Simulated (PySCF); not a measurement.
Gas-phase reaction: 6 GaOH → Ga2H6 + 2 O2 + 2 Ga2O

Computed with PySCF and rigid-rotor harmonic-oscillator thermochemistry at 1 bar. † marks an energy on the PBE0/def2-TZVP geometry and frequencies. CCSD(T) freezes the core. Open shells (unrestricted): O2 (multiplicity 3); the rest are closed-shell singlets. B3LYP is the form with VWN-RPA correlation. Ga: all electrons, no relativistic terms. GaOH, Ga2H6: computed as isolated molecules; such fragments, hydroxides, amides, oligomers or adducts are transient or little studied in the gas. CCSD(T) isn't extrapolated to the basis-set limit; its ΔH°(298 K) is 722.9 kJ in def2-SVP and 826.6 kJ in def2-TZVPP. The harmonic model lacks anharmonicity and excited electronic states, which grow with temperature; levels with a mode under 35 cm⁻¹ are left out. Soft modes under 120 cm⁻¹ make the harmonic entropy rough for Ga2O.

```json
[
 {"level": "B3LYP/def2-TZVP†", "ΔE electronic, kJ": "875", "ΔH°(298 K), kJ": "841", "ΔS°(298 K), J/K": "-203", "ΔG°(1200 K), kJ": "1075"},
 {"level": "BLYP/def2-TZVP†", "ΔE electronic, kJ": "872", "ΔH°(298 K), kJ": "838", "ΔS°(298 K), J/K": "-203", "ΔG°(1200 K), kJ": "1072"},
 {"level": "CCSD(T)/def2-SVP†", "ΔE electronic, kJ": "757", "ΔH°(298 K), kJ": "723", "ΔS°(298 K), J/K": "-203", "ΔG°(1200 K), kJ": "957"},
 {"level": "HF/def2-TZVP†", "ΔE electronic, kJ": "767", "ΔH°(298 K), kJ": "733", "ΔS°(298 K), J/K": "-203", "ΔG°(1200 K), kJ": "967"},
 {"level": "ωB97M-V/def2-TZVP†", "ΔE electronic, kJ": "874", "ΔH°(298 K), kJ": "840", "ΔS°(298 K), J/K": "-203", "ΔG°(1200 K), kJ": "1074"}
]
```
ΔH° is lowest at CCSD(T)/def2-SVP† and highest at B3LYP/def2-TZVP†. No reference value is set beside these.
